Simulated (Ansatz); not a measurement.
Ansatz (a first-principles code) input (CCSD(T)/STO-3G):

Ansatz 0.2 input:
```yaml
crystal:
  periodic: [false, false, false]
  atoms:
    - {symbol: C, position_ang: [-0.76620736, 0.74042944, 0.67423054]}
    - {symbol: C, position_ang: [0.14821181, 0.33594773, -0.16934856]}
    - {symbol: O, position_ang: [0.52424157, -0.95057406, -0.42524233]}
    - {symbol: H, position_ang: [-1.20617544, 1.65582318, 1.02155770]}
    - {symbol: H, position_ang: [0.72267381, 1.03371630, -0.77663788]}
    - {symbol: H, position_ang: [-0.00245760, -1.54321003, 0.12772692]}
basis:
  gaussian:
    orbitals: STO-3G
magnetization: {spin_polarized: true, initial_magnetization: 1}
correlation: {method: ccsd_t, electrons: outside_noble_gas}
```

Output:

```
Functional definition: HF
integrals: 0.00 GiB planned
248 factors; integrals over basis functions are off by at most 3.5e-5 eV
mean field: 0.04 GiB planned
mean field evaluation 1: about -4086.9213 eV, gradient 1.4e1 eV
mean field evaluation 2: about -4087.0253 eV, gradient 1.4e1 eV
mean field evaluation 4: about -4088.5961 eV, gradient 1.9e0 eV
mean field evaluation 8: about -4088.7487 eV, gradient 1.2e0 eV
mean field evaluation 16: about -4088.9813 eV, gradient 1.6e-4 eV
mean field evaluation 32: about -4088.8679 eV, gradient 2.1e-2 eV
mean field evaluation 64: about -4082.2317 eV, gradient 1.2e1 eV
mean field evaluation 96: about -4085.9091 eV, gradient 2.5e-2 eV
mean field evaluation 128: about -4077.5841 eV, gradient 1.7e0 eV
mean field evaluation 160: about -4083.9319 eV, gradient 4.3e-1 eV
mean field -4088.98126826 eV, -150.2672899974 hartree, gradient 2.6e-6 eV, S^2 1.099422; 5 other end points of the search recorded, 0 dependent functions left out
determinant -4088.98126826 eV, -150.2672899974 hartree, with singles and doubles -4093.52974443 eV, -150.4344434137 hartree
determinant -4085.90494960 eV, -150.1542373719 hartree, with singles and doubles -4090.34627190 eV, -150.3174529560 hartree
3 core orbitals not correlated
reference -4088.98126826 eV, -150.2672899974 hartree; 9, 8 occupied and 6, 7 virtual orbitals, 248 factors
second order -3.10910241 eV of doubles, -0.00000000 eV of singles
coupled cluster: 0.05 GiB planned
cycle   1  -4.55236078 eV  change   -3.9e-3 eV  update   4.0e-3
cycle   2  -4.55702261 eV  change   -4.7e-3 eV  update   3.1e-3
cycle   3  -4.56017081 eV  change   -3.1e-3 eV  update   1.7e-3
cycle   4  -4.56165130 eV  change   -1.5e-3 eV  update   8.5e-4
cycle   5  -4.56377412 eV  change   -2.1e-3 eV  update   3.5e-4
cycle   6  -4.56541816 eV  change   -1.6e-3 eV  update   1.8e-4
cycle   7  -4.56575569 eV  change   -3.4e-4 eV  update   7.9e-5
cycle   8  -4.56581520 eV  change   -6.0e-5 eV  update   3.7e-5
cycle   9  -4.56581270 eV  change    2.5e-6 eV  update   8.8e-6
coupled cluster: 0.05 GiB planned
perturbative correction -0.07827379 eV, -0.0028765088 hartree
Total energy: -4093.62535475 eV, -150.4379570281 hartree
```

It need not be the lowest isomer of its formula.

The determinant is spin-contaminated: <S^2> is 1.10 against 0.75 for a pure state.
